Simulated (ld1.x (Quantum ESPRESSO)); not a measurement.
V: excitation energies, all-electron against TM

```json
{
  "Element": "vanadium",
  "Generator": "ld1.x (Quantum ESPRESSO) 7.5",
  "Type": "norm-conserving Troullier–Martins (Kleinman–Bylander form)",
  "Functional": "PBE",
  "Relativity": "scalar-relativistic",
  "Frozen core": "[Ne] 3s2",
  "Valence charge": "11",
  "Reference configuration": "3p6 3d3 4s1 4p0 (charge +1)",
  "Partial waves": "4s (bound): rc 2.55 bohr; 3p (bound): rc 1.50 bohr; 3d (bound): rc 1.80 bohr",
  "Local potential": "all-electron potential smoothed inside 1.45 bohr (lloc = -1)",
  "Core correction": "a·sin(br)/r model core inside 1.34 bohr"
}
```

Energies are relative to the spin-unpolarised reference configuration 3p6 3d3 4s1 4p0; without spin polarisation the order of configurations can differ from experiment.

```
valence configuration  charge  ΔE all-electron (eV)  error AE − PS (meV)
      3p6 3d3 4s2 4p0       0                -7.735                 -2.4
      3p6 3d3 4s0 4p0      +2                14.296                 -9.2
      3p6 3d2 4s0 4p0      +3                43.194                  +72
      3p6 3d3 4s0 4p1      +1                 4.105                 +0.4
      3p6 3d2 4s2 4p0      +1                 3.240                  -83
      3p6 3d3 4s0 4p2       0                -0.880                 +4.6
      3p6 3d4 4s0 4p0      +1                -0.538                  -59
```

Levels in the configuration 3p6 3d3 4s0 4p2:

```json
{"level": "3p", "all-electron (eV)": "-46.748", "pseudo (eV)": "-46.623"}
{"level": "3d", "all-electron (eV)": "-7.688", "pseudo (eV)": "-7.620"}
{"level": "4p", "all-electron (eV)": "-2.642", "pseudo (eV)": "-2.644"}
```

Note: ghost state, extra bound levels that the all-electron valence spectrum of the same l lacks: s at -62.7 eV. A true bound ghost makes a file unfit for plane-wave use.
